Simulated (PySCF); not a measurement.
NdH2, quintet: data card

All numbers come from UPBE0/[Nd def2-TZVP with ECP28, H def2-TZVP], scalar-relativistic core potentials, density fitting, no spin–orbit coupling, PySCF.

The structure is a minimum.

```xyz
3
charge 0 multiplicity 5, angstrom
Nd   -0.0170    0.0000    0.0000
H     1.1958    0.0000    1.7542
H     1.1959    0.0000   -1.7542
```

* Point group: C2v
* Bond lengths: Nd–H 2.133 Å (×2)
* Bond angles: H–Nd–H 110.7°
* Rotational constants: 5.766, 2.718, 1.847 cm⁻¹
* Zero-point energy: 17.0 kJ/mol
* Principal quadrupole moments (Buckingham, traceless) about the centre of mass: -15.13, 1.05, 14.08 D Å
* Heat capacity Cp at 298.15 K: 40.8 J/(mol K)
* Principal polarisabilities: 47.3, 71.4, 84.0 bohr³
* Highest occupied level (α): -4.03 eV
* Dipole moment: 6.19 D
* Lowest empty level (α): -1.58 eV
* Rotational symmetry number: 2
* Enthalpy at 298.15 K above 0 K: 10.73 kJ/mol
* Spin squared ⟨S²⟩: 6.007
* Entropy at 298.15 K and 1 bar (electronic part: spin only): 252.1 J/(mol K)

Harmonic modes (masses in u: Nd 141.908, H 1.008):
| ω (cm⁻¹) | IR (km/mol) | type |
| --- | --- | --- |
| 435 | 128 | bend |
| 1198 | 633 | stretch |
| 1215 | 913 | stretch |

Charges (e):
```json
{"atom": "Nd1", "Mulliken": "0.66", "Löwdin": "0.53", "polar tensor": "1.21", "spin (Mulliken)": "4.10", "Mayer order to Nd1": "–"}
{"atom": "H2,3", "Mulliken": "-0.33", "Löwdin": "-0.26", "polar tensor": "-0.60", "spin (Mulliken)": "-0.05", "Mayer order to Nd1": "0.87"}
```

Mulliken populations on Nd1 (electrons outside its core potential): s 4.59, p 12.15, d 10.65, f 3.95.

Outer orbital energies (eV). α occupied: -22.93, -22.78, -6.18, -5.63, -4.50, -4.43, -4.37, -4.03; empty: -1.58, -0.44, -0.39, -0.37. β occupied: -21.57, -21.44, -21.32, -6.07, -5.54; empty: -1.37, -0.14, -0.04, 0.03.

Formally Nd is in oxidation state +2, with 4 electrons left for the f, d and s shells; the Mulliken f population is 3.95 and the spin on Nd 4.10.

The spin densities have lower symmetry than the nuclear frame, so modes carry no symmetry labels. Other isomers or separated fragments may lie lower. Open d and f shells are described by one determinant, and the ground state may have another occupation or spin. The pruned grid is coarse for the open f shell: energies are uncertain by about 2 kJ/mol and soft modes are noisy. With an element this heavy the missing spin–orbit coupling can shift these numbers.

The final relaxation and frequency run took about 2.4 core-minutes on a shared host.
